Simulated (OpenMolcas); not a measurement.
**Levels of C²⁺ by method**

```json
{
  "Program": "OpenMolcas",
  "Basis": "ANO-RCC-VQZP [5s4p3d2f1g]",
  "Scalar Hamiltonian": "DKH2, point nucleus",
  "Active space": "2 electrons in 8 orbitals (2s 2p 3s 3p)",
  "State averaging": "2S+1 = 3 even, 3 roots (0 in the spin-orbit step); 2S+1 = 1 even, 1 root; 2S+1 = 3 odd, 3 roots; 2S+1 = 1 odd, 3 roots",
  "Spin-orbit coupling": "state interaction with AMFI integrals over the reference wave functions, term energies averaged over their components"
}
```

Methods on the same reference wave functions:
A. CASSCF
B. SS-CASPT2, IPEA 0.25 Eh, imaginary shift 0.1 Eh (closed shells correlated: 1s)

Energies in cm⁻¹ above 2s² ¹S₀, the measured ground level; measured values from Moore, Selected Tables of Atomic Spectra, NSRDS-NBS 3, section 3.

| Level | A | B | Measured |
| --- | --- | --- | --- |
| 2s² ¹S₀ | 0.0 | 0.0 | 0.0 |
| 2s 2p ³P°₀ | 53874 | 52435 | 52367 |
| 2s 2p ³P°₁ | 53900 | 52462 | 52391 |
| 2s 2p ³P°₂ | 53954 | 52515 | 52447 |

Deviations, from unrounded energies. A percentage is the sum of absolute deviations over the sum of measured energies, with the sign that they share, or ± where signs differ.

```csv
Against measurement,Levels,A,B
mean absolute deviation (cm-1),3,1500,69
other configurations (%),3,+2.9,+0.1
```

B lies closest to measurement on these levels. The largest miss of B in the table is 2s 2p ³P°₁, by +71 cm-1. The ranking rests on the paired levels alone, and a cruder setting can come out closer through cancelling errors.

The lowest spin-free term lies below A's lowest term by 0.013 hartree in B.

Active for correlation alone: 3p 3s; no level in the range computed is led by a configuration that fills them, so any true level of that kind is missing. Computed and measured levels are paired by configuration, term and J; levels that our copy of the source lacks, or whose pairing is in doubt (as where it misses far off the trend of its configuration), stay unpaired and out of the deviations. Only configurations of the active space appear. The table leaves out levels that lie high or whose names do not pair safely across all columns.

° marks odd parity.
